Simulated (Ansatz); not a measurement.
`NB[SiH2][SiH3]` + H₂O → `NBO` + disilane  (formal hydrolysis of a B–Si bond)

Computed with Ansatz on PBE0-D4/def2-TZVP structures; ΔE is electronic, products minus reactants. CBS: MP2 limit from def2 TZ/QZ plus the TZ coupled-cluster correction, frozen cores. This one scheme is used for every species. Functionals use def2-TZVPP. B3LYP here is the variant with VWN-RPA as its local correlation; programs differ in this. One conformer a species, not always the lowest.

```tsv
level	ΔE (kcal/mol)	difference from CCSD(T)/CBS
PBE-D4	-27.5	1.9
r2SCAN-D4	-30.6	-1.2
B3LYP-D4	-31.1	-1.7
ωB97X-V	-30.9	-1.5
ωB97M-V	-31.5	-2.1
PBE	-28.4	1.0
r2SCAN	-30.9	-1.5
PBE0	-29.5	-0.1
B3LYP	-32.6	-3.2
HF/def2-TZVPP	-36.9	-7.5
MP2/def2-TZVPP	-30.9	-1.5
CCSD/def2-TZVPP	-31.1	-1.7
CCSD(T)/def2-TZVPP	-30.1	-0.7
MP2/def2-QZVPP	-30.4	-1.0
HF/CBS(def2)	-37.0	-7.6
CCSD/CBS(def2)	-30.3	-0.9
CCSD(T)/CBS	-29.4	0
```

Largest T1 diagnostic among the species: 0.014.

The D4 term adds +1.5 kcal/mol with B3LYP and +0.9 kcal/mol with PBE0; it sums over pairs of atoms, weighted by their polarisabilities, and B3LYP, whose exchange is more repulsive, gets the larger term. In def2-TZVPP, CCSD(T) changes the Hartree–Fock value by +6.7 kcal/mol (the triples alone add +0.9 kcal/mol) and MP2 by +6.0 kcal/mol.
